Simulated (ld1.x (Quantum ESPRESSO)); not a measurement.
**rubidium TM: all-electron and pseudo phase curves**

| Property | Result |
| --- | --- |
| Element | Rb |
| Generator | ld1.x (Quantum ESPRESSO) 7.5 |
| Type | norm-conserving Troullier–Martins (Kleinman–Bylander form) |
| Functional | PBE |
| Relativity | fully relativistic |
| Frozen core | [Ar] 3d10 |
| Valence charge | 9 |
| Reference configuration | 4s2 4p6 4d0 5s0 5p0 (charge +1) |
| Partial waves | 4s (bound): rc 2.00 bohr; 4p (bound): rc 2.05 bohr; 4d (bound, empty): rc 4.20 bohr; 4f channel at 0.3 Ry: rc 3.90 bohr |
| Local potential | all-electron potential smoothed inside 1.55 bohr (lloc = -2) |
| Core correction | a·sin(br)/r model core, default radius (core density twice the valence density) |

Open shells are filled in proportion to 2j + 1 (rel_dist='average').

The phase is arctan(r·u′/u) with u = r·R(r), unwrapped; energies in Ry, scanned from -5 to 5 Ry. A pole is an energy at which the radial function vanishes at the test radius. The pseudo phase is shifted by a multiple of π to meet the all-electron one at the reference energy, and phase errors are pseudo minus all-electron; the curves can meet again beyond the range given. Levels narrower than the energy grid can be missing from the lists of poles. n/a: not evaluated, since a narrow level or a reset projector energy made the automatic matching unsafe.

```json
{"channel": "s", "radius (bohr)": "4.57", "reference energy (Ry)": "-2.76", "poles, all-electron": "0.08, 2.82", "poles, pseudo": "0.04, 2.44", "unbroken range about the reference energy with phases within 0.05 rad": "below -0.6", "phase error 1 Ry above the reference energy (rad)": "-0.000"}
{"channel": "p1/2", "radius (bohr)": "4.57", "reference energy (Ry)": "-1.64", "poles, all-electron": "-1.62, 0.57, 3.43", "poles, pseudo": "-1.62, 0.56, 3.31", "unbroken range about the reference energy with phases within 0.05 rad": "below 1.5", "phase error 1 Ry above the reference energy (rad)": "-0.001"}
{"channel": "p3/2", "radius (bohr)": "4.57", "reference energy (Ry)": "-1.57", "poles, all-electron": "0.61, 3.49", "poles, pseudo": "0.59, 3.36", "unbroken range about the reference energy with phases within 0.05 rad": "n/a", "phase error 1 Ry above the reference energy (rad)": "n/a"}
{"channel": "d3/2", "radius (bohr)": "4.57", "reference energy (Ry)": "-0.28", "poles, all-electron": "-0.07, 1.69, 4.70", "poles, pseudo": "-0.07, 2.01", "unbroken range about the reference energy with phases within 0.05 rad": "below 0.4", "phase error 1 Ry above the reference energy (rad)": "+0.418"}
{"channel": "d5/2", "radius (bohr)": "4.57", "reference energy (Ry)": "-0.27", "poles, all-electron": "-0.07, 1.70, 4.71", "poles, pseudo": "-0.07, 2.01", "unbroken range about the reference energy with phases within 0.05 rad": "below 0.4", "phase error 1 Ry above the reference energy (rad)": "+0.420"}
{"channel": "f5/2", "radius (bohr)": "4.57", "reference energy (Ry)": "0.30", "poles, all-electron": "1.07, 3.08", "poles, pseudo": "1.08, 3.22", "unbroken range about the reference energy with phases within 0.05 rad": "below 1.7", "phase error 1 Ry above the reference energy (rad)": "+0.007"}
{"channel": "f7/2", "radius (bohr)": "4.57", "reference energy (Ry)": "0.30", "poles, all-electron": "1.07, 3.08", "poles, pseudo": "1.08, 3.22", "unbroken range about the reference energy with phases within 0.05 rad": "below 1.7", "phase error 1 Ry above the reference energy (rad)": "+0.007"}
```

Phases in the d3/2 channel:

```
E (Ry)  all-electron  pseudo
 -5.00         1.470   1.470
 -4.48         1.464   1.464
 -3.96         1.457   1.457
 -3.44         1.448   1.448
 -2.92         1.436   1.436
 -2.40         1.420   1.420
 -1.88         1.397   1.397
 -1.36         1.357   1.357
 -0.84         1.263   1.264
 -0.32        -0.273  -0.272
  0.20        -1.815  -1.802
  0.72        -3.695  -3.272
  1.24        -4.589  -4.526
  1.76        -4.726  -4.675
  2.28        -4.831  -4.747
  2.80        -5.134  -4.812
  3.32        -7.464  -4.914
  3.84        -7.747  -5.293
  4.36        -7.822  -7.300
  4.88        -7.869  -7.665
```
